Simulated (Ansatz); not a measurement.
An input meant for the cluster Te2Pb⁺ (charge 1, doublet).

```yaml
crystal:
  periodic: [false, false, false]
  atoms:
    - {symbol: Pb, position_ang: [-0.329881, -1.747326, 0.060969]}
    - {symbol: Te, position_ang: [1.142945, 0.533512, -0.869544]}
    - {symbol: Te, position_ang: [-1.029769, 1.023349, 0.558856]}
basis:
  gaussian: {orbitals: def2-TZVP}
total_charge: 1
magnetization: {spin_polarized: true, initial_magnetization: 1}
hamiltonian: {xc: {name: B97}}
scf: {lower_state_search: off}
relax: {f_tol: 0.001, max_steps: 3}
output: {forces: true}
```

```sh
$ ansatz run in.yaml --threads 4 --pin off --events-out ev --progress --plain --max-ram 3916MiB
```

Output, abridged:

```
Functional definition: B97
1262 factors; their error is unknown
mean field evaluation 1: about -19830.4281 eV, gradient 2.3e1 eV
mean field evaluation 2: about -19819.5941 eV, gradient 5.1e1 eV
mean field evaluation 4: about -19833.2899 eV, gradient 3.5e0 eV
mean field evaluation 8: about -19833.3592 eV, gradient 1.2e-1 eV
mean field evaluation 16: about -19833.5614 eV, gradient 1.7e-3 eV
mean field -19833.56144758 eV, -728.8699395277 hartree, gradient 4.2e-6 eV, S^2 0.762737; 0 other end points of the search recorded, 0 dependent functions left out
reference -19833.56147184 eV, -728.8699404195 hartree; 35, 34 occupied and 115, 116 virtual orbitals, 1262 factors
relax step   1: F+E_penalty+E_count = -19833.56144758 eV  Δ(F+E_penalty+E_count) = +0.000e0 eV  max|allowed force component| = 5.866e-1 eV/Å  Δτ_max = 0.0000 Å  (23 SCF iters, accepted)
1262 factors; their error is unknown
mean field evaluation 32: about -19833.5615 eV, gradient 1.6e-3 eV
mean field -19833.56151637 eV, -728.8699420556 hartree, gradient 1.6e-6 eV, S^2 0.765014; 0 other end points of the search recorded, 0 dependent functions left out
reference -19833.56154081 eV, -728.8699429538 hartree; 35, 34 occupied and 115, 116 virtual orbitals, 1262 factors
relax step   2: F+E_penalty+E_count = -19833.56151637 eV  Δ(F+E_penalty+E_count) = -6.879e-5 eV  max|allowed force component| = 5.423e-1 eV/Å  Δτ_max = 0.0633 Å  (29 SCF iters, accepted)
1262 factors; their error is unknown
mean field -19833.58278571 eV, -728.8707236897 hartree, gradient 2.3e-6 eV, S^2 0.763841; 0 other end points of the search recorded, 0 dependent functions left out
reference -19833.58281008 eV, -728.8707245852 hartree; 35, 34 occupied and 115, 116 virtual orbitals, 1262 factors
relax step   3: F+E_penalty+E_count = -19833.58278571 eV  Δ(F+E_penalty+E_count) = -2.127e-2 eV  max|allowed force component| = 2.597e-2 eV/Å  Δτ_max = 0.0297 Å  (27 SCF iters, accepted)
Error: geometry relaxation did not converge after 3 steps: max|allowed force component| = 2.60e-2 eV/Å (threshold 1.0e-3). Raise `relax.max_steps` over both its present limit and 3, loosen `relax.f_tol`, or start from a geometry closer to equilibrium. Where this run's directory can be resumed (`checkpoint.write`), a resume goes on for up to `relax.max_steps` more
```

(1) What is wrong with this run?

## Answers

(1) The relaxation is allowed too few steps for its threshold. The SCF steps converged, but the relaxation ran out of steps.
